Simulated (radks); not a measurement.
The numbers below are computed, except where a source is named.
The mean radii <r> (bohr) of the occupied orbitals of an atom or ion are listed with their occupations. Level of theory: non-relativistic Kohn-Sham, TPSS, spin-polarised, spherical densities, point nucleus; meta-GGA in the generalised Kohn-Sham scheme (a radial shooting solver on a logarithmic mesh with Libxc functionals).

| orbital | occ. | <r> |
|---|---|---|
| 1s down | 1 | 0.03238 |
| 1s up | 1 | 0.03238 |
| 2s up | 1 | 0.1404 |
| 2s down | 1 | 0.1404 |
| 2p up | 3 | 0.1200 |
| 2p down | 3 | 0.1200 |
| 3s up | 1 | 0.3805 |
| 3s down | 1 | 0.3804 |
| 3p up | 3 | 0.3727 |
| 3p down | 3 | 0.3726 |
| 3d up | 5 | 0.3452 |
| 3d down | 5 | 0.3451 |
| 4s up | 1 | 0.9155 |
| 4s down | 1 | 0.9136 |
| 4p up | 3 | 0.9652 |
| 4p down | 3 | 0.9650 |
| 4d up | 5 | 1.108 |

Name the element and its charge. Open shells, if any, are filled with parallel spins first.

Answer. Z = 47, silver, charge +6: Ag6+ in [Kr] 4d5. The 1s radius gives Z: for a bare nucleus <r> = 1.5/Z, 0.03191 bohr for Z = 47, and screening makes it slightly larger (0.03238 here). The occupations add up to 41, and the charge is Z minus that.
